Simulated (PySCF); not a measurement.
This PySCF input asks for the NMR shieldings of SMILES C[S@](=O)c1ccccc1, C7H8OS; the geometry comes from GFN2-xTB.

```python
import basis_set_exchange as bse
import numpy as np
from pyscf import gto, dft
from pyscf.prop import nmr

atoms = """
C     2.613787    0.142598    0.425652
S     1.805063    0.487828   -1.206891
O     1.833913    1.941393   -1.365251
C     0.137779    0.085240   -0.581314
C    -0.260152   -1.236483   -0.484570
C    -1.528947   -1.527748   -0.013464
C    -2.386350   -0.500341    0.349163
C    -1.982607    0.820154    0.236546
C    -0.715689    1.115102   -0.236915
H     3.668135    0.378864    0.324449
H     2.480666   -0.906357    0.662278
H     2.162987    0.773125    1.183918
H     0.416759   -2.026667   -0.774981
H    -1.850806   -2.555427    0.066867
H    -3.375576   -0.731245    0.715788
H    -2.654284    1.618874    0.513313
H    -0.371675    2.133119   -0.349676
"""
names = dict.fromkeys(["C", "S", "O", "H"], "pcSseg-1")
basis = {el: gto.basis.parse(bse.get_basis(n, elements=[el], fmt="nwchem")) for el, n in names.items()}
mol = gto.M(atom=atoms, basis=basis, charge=0, verbose=0)
mf = dft.RKS(mol, xc="PBE0")
mf.grids.level = 2
mf.grids.alignment = dft.numint.BLKSIZE   # the property module wants whole blocks of grid points
mf.conv_tol = 1e-9
mf.kernel()

calc = nmr.RKS(mf)   # GIAO
C = mf.mo_coeff
Co = C[:, mf.mo_occ > 0]
resp = mf.gen_response(singlet=True, hermi=2)
def vind(x):   # induced exchange potential for any number of trial vectors
    d = np.einsum("pi,xij,qj->xpq", C, 2 * x.reshape(-1, C.shape[1], Co.shape[1]), Co, optimize=True)
    return np.einsum("xpq,pi,qj->xij", resp(d - d.transpose(0, 2, 1)), C, Co, optimize=True).ravel()
mo1, _ = nmr.rhf.solve_mo1(calc, with_cphf=vind)
sigma = calc.kernel(mo1)
for i, s in enumerate(sigma):   # ppm
    print("%2d %-2s %9.2f" % (i, mol.atom_pure_symbol(i), np.trace(s) / 3))
```

Question: What are the results?

Answer: 
```
 0 C     133.65
 1 S     197.02
 2 O     297.05
 3 C      26.58
 4 C      58.54
 5 C      53.75
 6 C      51.36
 7 C      51.33
 8 C      59.21
 9 H      29.03
10 H      29.96
11 H      29.40
12 H      24.40
13 H      24.06
14 H      23.99
15 H      23.71
16 H      23.29
```

These numbers come from an equivalent density-fitted implementation of the same equations, which agrees with the script to about 0.01 ppm for H and up to a few tenths of a ppm for heavy atoms, so last digits may differ.

Question: Turn these shieldings into chemical shifts. Scale: $^{13}$C (186.93 ppm), $^{1}$H (31.72 ppm) against TMS; $^{33}$S (503.73 ppm) against CS2; $^{17}$O (336.08 ppm) against H2O (reference shieldings calculated alike).

Answer: Averaging equivalent atoms: C 3: 160.3; C 6: 135.6; C 5/7: 134.4; C 4/8: 128.1; C 0: 53.3; S 1: 307; O 2: 39.0; H 12/16: 7.87; H 13/15: 7.83; H 14: 7.73; H 9/10/11: 2.25 ppm. Experimental scales use liquid or dissolved standards, which lie at an offset from isolated H2O (liquid H2O: subtract about 36 ppm).

Size and cost of the density-fitted run: 200 basis functions, 31 s wall time on 1 thread of an x86-64 server CPU, shared host.
